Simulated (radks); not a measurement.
Au28+, configuration [Kr] 4d10 4f5. Method: scalar-relativistic Kohn-Sham, PBE, spin-unpolarised, spherical densities, point nucleus; computed with a radial shooting solver on a logarithmic mesh with Libxc functionals. Some entries of the table are withheld. Estimate them.

orbital,occ.,eigenvalue (hartree),<r^2> (bohr^2),<r> (bohr)
1s,2,-3003.569,0.0003929,0.01686
2s,2,(1),0.005993,0.07112
2p,6,-487.4380,(2),0.06425
3s,2,-158.2436,0.03845,0.1834
3p,6,-137.6140,0.03947,0.1845
3d,10,-115.6887,0.03264,0.1671
4s,2,-59.03523,0.1726,0.3917
4p,6,-51.92276,0.1911,0.4109
4d,10,-43.55358,(3),0.4200
4f,5,-34.56584,0.1903,0.4069
5s,0,-29.71301,0.5965,0.7320
5p,0,-26.91197,0.6701,0.7747

Answer. 
(1) 2s eigenvalue (hartree): -558.5078
(2) 2p <r^2> (bohr^2): 0.005048
(3) 4d <r^2> (bohr^2): 0.2020
